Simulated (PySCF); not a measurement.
# Identify the compound

An unknown has the formula C7H12F2Si. Its calculated NMR data are:

¹H NMR (600 MHz, computed): δ 6.33 (m, 1H), 5.40 (m, 1H), 5.39 (m, 1H), 4.59 (m, 1H), 4.51 (m, 1H), 2.30 (m, 1H), 2.29 (m, 1H), 1.78 (m, 1H), 1.76 (m, 1H), 0.23 (m, 3H).

¹³C{¹H} NMR (computed): δ 150.7, 147.4, 95.1, 92.1, 32.9, 32.4, -9.6.

Gas phase, one averaged value for each set of equivalent atoms, non-relativistic, one computed conformer. Shielding tensors at PBE0/pcSseg-1 (GIAO); GFN2-xTB structure; PySCF 2.14.0 with density-fitted response routines.

Chemical shifts δ = σref − σ; ¹H, ¹³C vs TMS, all at this level.

Task: Deduce the structure.

Result: 
Rings plus π bonds: 2 (1 ring in the answer). 7 carbon signals for 7 carbons: no two carbons are equivalent. Carbon types of the structure: 1 × C, 3 × CH, 2 × CH2, 1 × CH3, leaving 2 H on heteroatoms. δC 150.7: fully substituted alkene carbon; as expected for a trigonal carbon in a double bond. δC 147.4: alkene CH; the olefinic region. δC 95.1, 92.1: allylic sp3 CH bonded to F; pulled downfield by the heteroatom. δC 32.9, 32.4: sp3 CH2 in a ring; aliphatic region, no heteroatom directly attached. δC -9.6: methyl carbon bonded to Si; an electropositive neighbour leaves it electron-rich and shielded. δH 5.40, 5.39: hydrogen on an allylic sp3 CH bonded to F; its carbon carries F, hence the downfield position. δH 0.23: hydrogen on a methyl carbon bonded to Si; an electropositive neighbour shields it, as in TMS itself.

The compound is `C[SiH2]C1=C[C@@H](F)CC[C@@H]1F`.

The shifts were computed for this structure.

Splittings by ¹⁹F in the carbon and heteronuclear signals aren't shown, as no couplings were computed. Shifts are as computed. Against solution values, carbons near 30 ppm lie about +3 ppm off and those near 130 ppm about +5 ppm. Of 1309 compounds with measured shifts, 239 miss one by over three times the rms of a fit or turn the order of signals round; such compounds aren't used in these exercises. No couplings were computed; multiplicities are counted from neighbouring protons, with m where these are inequivalent, close in shift, in a saturated or five-membered ring or joined by F or P, and br s for small geminal =CH2 splittings.
